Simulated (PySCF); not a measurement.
Simulated outer-valence photoelectron spectrum of `O[B](O)[GeH2][Cl]`. Method used: EOM-IP-CCSD/aug-cc-pVDZ in PySCF, restricted Hartree–Fock reference, frozen core, non-relativistic, gas phase, PBE0-D3(BJ)/def2-SVP geometry.

Each root has a Gaussian of 0.8 eV full width with its one-hole share as area; cross sections and vibrations are left out, and the highest printed point is 100.

ionisation energy (eV), intensity and a bar:
```
      9.2          0 
      9.4          1 
      9.6          4 #
      9.8         11 ###
     10.0         25 #######
     10.2         40 ############
     10.4         51 ###############
     10.6         52 ###############
     10.8         42 #############
     11.0         28 ########
     11.2         16 #####
     11.4         15 ####
     11.6         23 #######
     11.8         36 ###########
     12.0         50 ###############
     12.2         68 ####################
     12.4         89 ###########################
     12.6        100 ##############################
     12.8         91 ###########################
     13.0         70 #####################
     13.2         52 ################
     13.4         38 ###########
     13.6         25 #######
     13.8         14 ####
     14.0          9 ###
     14.2         14 ####
     14.4         24 #######
     14.6         31 #########
     14.8         29 #########
     15.0         19 ######
     15.2          9 ###
     15.4          3 #
     15.6          1 
     15.8          0
```

Where are the maxima, and how many lines lie under the curve?

3 maxima, at 10.5, 12.6 and 14.7 eV, from 8 lines. At this width some lines have no maximum of their own.

List the lines with their holes.

| E (eV) | leading hole (HF orbital) | area | Koopmans (eV) |
| --- | --- | --- | --- |
| 10.30 | HOMO | 0.96 | 11.06 |
| 10.73 | HOMO-1 | 0.95 | 11.54 |
| 11.92 | HOMO-2 | 0.95 | 12.81 |
| 12.51 | HOMO-3 | 0.95 | 13.32 |
| 12.65 | HOMO-4 | 0.94 | 13.50 |
| 12.67 | HOMO-5 | 0.94 | 14.46 |
| 13.33 | HOMO-6 | 0.95 | 15.31 |
| 14.66 | HOMO-7 | 0.94 | 16.38 |

The widest gap, 1.33 eV, lies between 13.33 and 14.66 eV. Only orbitals with −ε under 21 eV, eight at most, were ionised, so the high end of the curve may lack lines.

The values belong to the conformer `[OH:1][B:2]([OH:3])[GeH2:4][Cl:5]`: O1–B2–Ge4–Cl5 65°, H–O1–B2–O3 1°, H–O3–B2–O1 -1°.
